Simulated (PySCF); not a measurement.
In(H)(Cl)(OMe) (CH₄ClInO), SMILES C[O][InH][Cl].

Geometry optimised at PBE0-D3(BJ)/def2-SVP. The structure was generated by enumeration; whether it is a known compound was not checked. The def2 effective core potentials stand for the cores of In; spin–orbit coupling is left out. The values are those of a single conformer.

Computed with PBE/def2-TZVP run with PySCF.

Symmetry labels are those of the subgroup Cs that the program uses (full group Cs).

Computed valence orbital energies around the gap with their symmetry:
| orbital | symmetry | energy (eV) |
|---|---|---|
| HOMO−7 | A" | -10.61 |
| HOMO−6 | A' | -10.48 |
| HOMO−5 | A' | -9.88 |
| HOMO−4 | A' | -8.34 |
| HOMO−3 | A" | -7.58 |
| HOMO−2 | A' | -7.39 |
| HOMO−1 | A' | -6.62 |
| HOMO | A" | -6.29 |
| LUMO | A' | -2.42 |
| LUMO+1 | A" | -2.26 |
| LUMO+2 | A' | -0.57 |
| LUMO+3 | A' | 0.97 |
